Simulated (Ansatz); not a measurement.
Here is a job for Ansatz (an electronic-structure program).
Ansatz 0.2 input:
```yaml
crystal:
  periodic: [false, false, false]
  atoms:
    - {symbol: C, position_ang: [1.44789851, -0.64293754, 0.95699465]}
    - {symbol: Te, position_ang: [-0.05668485, 0.36390111, -0.50252884]}
    - {symbol: C, position_ang: [-1.71500032, -0.19157913, 0.98728557]}
    - {symbol: H, position_ang: [1.43107530, -1.87242614, 0.92793656]}
    - {symbol: H, position_ang: [2.36710815, -0.18015496, 0.58865422]}
    - {symbol: H, position_ang: [1.49966507, -0.23850929, 1.95477479]}
    - {symbol: H, position_ang: [-1.55529620, -1.42458198, 1.04307646]}
    - {symbol: H, position_ang: [-2.46453940, -0.08341655, 0.51300727]}
    - {symbol: H, position_ang: [-1.49035773, -0.06402069, 1.92334317]}
basis:
  gaussian:
    orbitals: def2-SVP
hamiltonian:
  xc: pbe0
relax: {}
```

**Question.** What does this run give for the number of basis functions, Mulliken (on the basis functions themselves) charges in atom order, total energy at the end of the optimisation?

**Answer.** 
```yaml
number_of_basis_functions: 84
Mulliken (on the basis functions themselves) charges in atom order: C1 -0.31, Te2 0.07, C3 -0.31, H4 0.09, H5 0.09, H6 0.09, H7 0.09, H8 0.09, H9 0.09
total_energy_at_the_end_of_the_optimisation: -347.6767 Eh
```
